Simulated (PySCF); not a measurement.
Several molecules and their computed UV-vis stick spectra, shuffled. Method used: TDDFT wB97X-D/def2-SVPD, vertical, gas phase, core orbitals frozen in the response in PySCF 2.14.0, density-fitted response routines. Geometries: GFN2-xTB; one conformer of each isolated species. Triplets are in the Tamm–Dancoff approximation. Ions are computed without counter-ions or solvent.

A. `N([Si@@H](S)/C=C\C)C`
B. `C1C[Si]1(SC)CC`
C. `c1(ccc2[n-]nnc2c1)F`

Lowest singlet levels (six at most, fewer where fewer were computed) with oscillator strengths:

1. 5.74 eV (f 0.030); 6.34 eV (f 0.001); 6.45 eV (f 0.013); 6.55 eV (f 0.044); 6.70 eV (f 0.040); 6.82 eV (f 0.150); T1 4.32 eV
2. 4.62 eV (f 0.057); 4.80 eV (f 0.002); 5.00 eV (f 0.086); 5.30 eV (f 0.000); 6.07 eV (f 0.001); 6.33 eV (f 0.012); T1 3.47 eV
3. 5.34 eV (f 0.005); 5.97 eV (f 0.008); 6.31 eV (f 0.000); 6.50 eV (f 0.092); 6.72 eV (f 0.001); 7.06 eV (f 0.016); T1 5.01 eV

**Question.** Which spectrum belongs to which structure?

**Answer.** 1 = A, 2 = C, 3 = B.
- A: S1 at 5.74 eV, HOMO→LUMO (89%); Löwdin shares by element: HOMO nitrogen 53%, carbon 18% or more, silicon 7% (atoms not listed hold the other 23%); LUMO carbon 56% or more, silicon 13%, sulfur 5% (atoms not listed hold the other 26%); HOMO -8.66 and LUMO 1.32 eV.
- B: S1 at 5.34 eV, HOMO→LUMO (72%); Löwdin shares by element: HOMO sulfur 35%, carbon 34% or more, silicon 16% (atoms not listed hold the other 16%); LUMO sulfur 36%, carbon 17% or more, silicon 14% (atoms not listed hold the other 33%); HOMO -7.94 and LUMO 1.88 eV.
- C: S1 at 4.62 eV, HOMO→LUMO (94%); Löwdin shares by element: HOMO nitrogen 42% or more, carbon 23% or more (atoms not listed hold the other 36%); LUMO carbon 49% or more, nitrogen 13% or more (atoms not listed hold the other 38%); HOMO -3.83 and LUMO 4.92 eV; point group Cs, 1 of its 6 listed states under f = 0.0005.
